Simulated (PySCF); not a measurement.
CH$_{6}$N (SMILES C[NH3+]), charge +1, singlet, geometry from GFN2-xTB; WB97M-V/def2-SVPD (PySCF).

Input for PySCF:
```python
from pyscf import gto, scf, dft

mol = gto.M(
    atom='''
C     0.010833    0.778962    0.017184
N    -0.009805   -0.705015   -0.015553
H    -1.005209    1.167112    0.002103
H    -0.515861   -1.076477    0.799772
H    -0.477238   -1.040205   -0.868773
H     0.506174    1.125813    0.921374
H     0.547114    1.164260   -0.847210
H     0.948655   -1.079167   -0.001500
''',
    basis='def2-svpd',
    charge=1,
    spin=0,
    verbose=4,
)

mf = dft.RKS(mol)
mf.xc = 'wb97m_v'
mf.grids.atom_grid = (99, 590)
mf.grids.prune = None
mf.kernel()
```

What the program printed (banner, timings and long lists left out):

```
PySCF version 2.14.0

[INPUT] verbose = 4
[INPUT] num. atoms = 8
[INPUT] num. electrons = 18
[INPUT] charge = 1
[INPUT] spin (= nelec alpha-beta = 2S) = 0
[INPUT] symmetry False subgroup None
[INPUT] Mole.unit = angstrom
[INPUT] Symbol           X                Y                Z      unit          X                Y                Z       unit  Magmom
[INPUT]  1 C      0.010833000000   0.778962000000   0.017184000000 AA    0.020471403107   1.472024841443   0.032473053725 Bohr   0.0
[INPUT]  2 N     -0.009805000000  -0.705015000000  -0.015553000000 AA   -0.018528764651  -1.332285263710  -0.029390910415 Bohr   0.0
[INPUT]  3 H     -1.005209000000   1.167112000000   0.002103000000 AA   -1.899569707948   2.205522036693   0.003974094040 Bohr   0.0
[INPUT]  4 H     -0.515861000000  -1.076477000000   0.799772000000 AA   -0.974836008344  -2.034246709393   1.511350042096 Bohr   0.0
[INPUT]  5 H     -0.477238000000  -1.040205000000  -0.868773000000 AA   -0.901849116235  -1.965702563403  -1.641743034417 Bohr   0.0
[INPUT]  6 H      0.506174000000   1.125813000000   0.921374000000 AA    0.956530231376   2.127478237475   1.741144518295 Bohr   0.0
[INPUT]  7 H      0.547114000000   1.164260000000  -0.847210000000 AA    1.033895618915   2.200132537786  -1.600994869993 Bohr   0.0
[INPUT]  8 H      0.948655000000  -1.079167000000  -0.001500000000 AA    1.792698136699  -2.039330072669  -0.002834589187 Bohr   0.0

nuclear repulsion = 48.0327176362018
number of shells = 40
number of NR pGTOs = 120
number of NR cGTOs = 88
basis = def2-svpd
ecp = {}

******** <class 'pyscf.dft.rks.RKS'> ********
method = RKS
initial guess = minao
damping factor = 0
level_shift factor = 0
DIIS = <class 'pyscf.scf.diis.CDIIS'>
diis_start_cycle = 1
diis_space = 8
diis_damp = 0
SCF conv_tol = 1e-09
SCF conv_tol_grad = None
SCF max_cycles = 50
direct_scf = True
direct_scf_tol = 1e-13
XC library pyscf.dft.libxc version 7.1.2
    S. Lehtola, C. Steigemann, M. J. T. Oliveira, and M. A. L. Marques,  SoftwareX 7, 1–5 (2018)
XC functionals = wb97m_v
    N. Mardirossian and M. Head-Gordon,  J. Chem. Phys. 144, 214110 (2016)
radial grids:
    Treutler-Ahlrichs [JCP 102, 346 (1995); DOI:10.1063/1.469408] (M4) radial grids

becke partition: Becke, JCP 88, 2547 (1988); DOI:10.1063/1.454033
pruning grids: None
grids dens level: 3
symmetrized grids: False
atomic radii adjust function: <function treutler_atomic_radii_adjust>
User specified grid scheme (99, 590)
** Following is NLC and NLC Grids **
NLC functional = wb97m_v
radial grids:
    Treutler-Ahlrichs [JCP 102, 346 (1995); DOI:10.1063/1.469408] (M4) radial grids

becke partition: Becke, JCP 88, 2547 (1988); DOI:10.1063/1.454033
pruning grids: <function nwchem_prune>
grids dens level: 3
symmetrized grids: False
atomic radii adjust function: <function treutler_atomic_radii_adjust>
small_rho_cutoff = 0
Set gradient conv threshold to 3.16228e-05
Initial guess from minao.
tot grids = 467280
tot grids = 86872
init E= -96.4421741140535
  HOMO = -0.416214234470424  LUMO = 0.0266848074962009  gap/eV = 12.05190
cycle= 1 E= -96.0529927544019  delta_E= 0.389  |g|= 0.305  |ddm|= 3.02
  HOMO = -0.74563386793135  LUMO = -0.171713841064718  gap/eV = 15.61716
cycle= 2 E= -96.072024421371  delta_E= -0.019  |g|= 0.24  |ddm|= 0.535
  HOMO = -0.726337410555672  LUMO = -0.151779527203949  gap/eV = 15.63452
cycle= 3 E= -96.083340231935  delta_E= -0.0113  |g|= 0.0255  |ddm|= 0.212
  HOMO = -0.72211000579115  LUMO = -0.14775044800192  gap/eV = 15.62912
cycle= 4 E= -96.0834998025494  delta_E= -0.00016  |g|= 0.00636  |ddm|= 0.0622
  HOMO = -0.723321372756066  LUMO = -0.147837951223099  gap/eV = 15.65970
cycle= 5 E= -96.0835099321148  delta_E= -1.01e-05  |g|= 0.0023  |ddm|= 0.0149
  HOMO = -0.722698598205322  LUMO = -0.14787195200767  gap/eV = 15.64183
cycle= 6 E= -96.0835112016852  delta_E= -1.27e-06  |g|= 0.000217  |ddm|= 0.00449
  HOMO = -0.722752980132785  LUMO = -0.147867907121089  gap/eV = 15.64342
cycle= 7 E= -96.0835112213267  delta_E= -1.96e-08  |g|= 2.87e-05  |ddm|= 0.0012
  HOMO = -0.722753609607288  LUMO = -0.147867197293543  gap/eV = 15.64346
cycle= 8 E= -96.0835112218359  delta_E= -5.09e-10  |g|= 2.88e-06  |ddm|= 7.85e-05
  HOMO = -0.722753747349441  LUMO = -0.147867324077507  gap/eV = 15.64346
Extra cycle  E= -96.0835112218397  delta_E= -3.78e-12  |g|= 1.1e-06  |ddm|= 2.24e-05
converged SCF energy = -96.0835112218397
```
